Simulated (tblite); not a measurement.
Task: Give a GFN2-xTB geometry of `NC[C@@H]1[CH]C(=S)CC1` [radical]. (Doublet state.)

Result: 
```
atom  x, y, z in Å
N1     2.5930   -0.1139    0.4955
C2     1.4424   -0.9041    0.0978
C3     0.1528   -0.1923    0.5288
C4    -1.0691   -1.0291    0.3581
C5    -2.0904   -0.3317   -0.1856
S6    -3.6472   -0.9219   -0.5231
C7    -1.6923    1.0981   -0.4368
C8    -0.1651    1.0781   -0.2860
H9     3.4539   -0.6166    0.3152
H10    2.6237    0.7569   -0.0236
H11    1.5089   -1.8663    0.6133
H12    1.3935   -1.1036   -0.9865
H13    0.2765    0.0560    1.5907
H14   -1.1141   -2.0613    0.6565
H15   -2.1629    1.7365    0.3156
H16   -2.0191    1.4450   -1.4170
H17    0.2112    1.9787    0.1947
H18    0.2956    0.9977   -1.2726
```

Orientation and origin are arbitrary. Atoms count from 1 in this order. C5 (carbon bonded to 2 C and S) is planar (angles 126.4°, 122.6° and 111.0°, sum 360.0°, 0.01 Å off the plane of its three neighbours). N1 (nitrogen bonded to C and 2 H) is pyramidal (angles 110.8°, 110.6° and 108.0°, sum 329.3°, 0.37 Å off the plane of its three neighbours). The 5-membered ring C3–C4–C5–C7–C8 has internal angles of 103.5° to 112.1°; it is puckered, 0.09 Å rms from its mean plane, widest ring torsion 20°. Of the pairs four or more bonds apart, C8···H10 is among the closest relative to their van der Waals radii: 2.82 Å, 97 % of the sum of Bondi's values.

Bonds between heavy atoms (Å): N1–C2 1.451, C2–C3 1.535, C3–C4 1.491, C4–C5 1.351, C5=S6 1.699, C5–C7 1.505, C7–C8 1.535, C3–C8 1.542.

Structure optimised with GFN2-xTB, isolated species. This method treats the open shell by occupation alone, without spin polarisation.

Point group: C1 (no symmetry element, even within 0.4 Å). Its GFN2-xTB frequencies are all real (lowest 72 cm⁻¹). Torsions: H–N1–C2–C3 173° and -67°, N1–C2–C3–C4 -171°, C2–C3–C4–C5 -136°, C3–C4–C5–S6 -179°, C4–C5–C7–C8 14°, C5–C7–C8–C3 -20°. 3 starts were optimised and ended at 0.00, 0.01 and 1.02 kcal/mol (GFN2-xTB); the lowest of these is shown.

One conformer stands for the species.

These are computed values.
